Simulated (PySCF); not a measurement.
**In⁺: excitation energy**

In⁺ [Kr] 4d10 5s2 (1S) → In⁺ [Kr] 4d9 5s2 5p1 (high-spin determinant), as a difference of total energies. Computed with PySCF 2.14 in aug-cc-pwCVDZ-PP with ECP28MDF (6s5p4d1f, 48 functions), with a scalar-relativistic core potential. Correlated levels: valence and next inner shell: nothing frozen outside the core potential. The calculations carry no spin-orbit coupling.

```json
{"method": "UHF", "excitation energy (eV)": "18.141"}
{"method": "LDA", "excitation energy (eV)": "18.930"}
{"method": "PBE", "excitation energy (eV)": "18.753"}
{"method": "PBE0", "excitation energy (eV)": "18.768"}
{"method": "r2SCAN", "excitation energy (eV)": "18.766"}
{"method": "BLYP", "excitation energy (eV)": "18.686"}
{"method": "TPSS", "excitation energy (eV)": "18.582"}
{"method": "r2SCAN0", "excitation energy (eV)": "18.763"}
{"method": "MP2 (valence and next inner shell)", "excitation energy (eV)": "19.089"}
{"method": "SCS-MP2 (valence and next inner shell)", "excitation energy (eV)": "18.989"}
```

How much does correlation contribute at MP2 (valence and next inner shell)?

19.089 − (18.141) = 0.948 eV, measured against UHF.

The determinant of the upper state mixes LS terms, which raises its energy above the lowest term, most at the Hartree-Fock and MP2 levels.
